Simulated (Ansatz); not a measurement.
The same atomization along the group F, Cl, Br.

Isolated molecules relaxed with PBE0-D4/def2-TZVP in Ansatz; ΔE leaves out vibrations. CCSD(T)/CBS adds triple-zeta CCSD(T) − MP2 to the extrapolated MP2 energy (def2 sets, frozen cores). This one scheme is used for every species, atoms too. DFT in def2-TZVPP. Open shells (•) are unrestricted, without spin–orbit coupling. Spin–orbit coupling would lower the free atoms: a little for Cl, F, O; clearly for Br. Elements past krypton have def2 core potentials. For Br, Cd outer-core shells are correlated without core-valence functions, so the limit isn't a true one: a few kJ/mol of doubt a bond, and 10 to 20 or more in all where bonds break to atoms. Scalar relativity is left out up to krypton. One conformer a species, not always the lowest.

```json
{"reaction": "`[OH][Cd][F]` → Cd (atom) + F• + H• + O•", "LDA (SPW92) (kJ/mol)": "1247"}
{"reaction": "`[OH][Cd][Cl]` → Cd (atom) + Cl• + H• + O•", "LDA (SPW92) (kJ/mol)": "1159"}
{"reaction": "`[OH][Cd][Br]` → Cd (atom) + Br• + H• + O•", "LDA (SPW92) (kJ/mol)": "1123"}
```

(1) Give the CCSD(T)/CBS values in the same order. (Estimate.)

Largest T1 diagnostic: 0.017, for `[OH][Cd][F]`.

Results:

(1) Computed: 1035, 979, 954 kJ/mol.

For atomizations the MP2-based limit and the directly extrapolated one differ by several kJ/mol either way, and by 10 to 25 for some Ge, Se and Sn compounds, so smaller differences from it don't rank the levels.
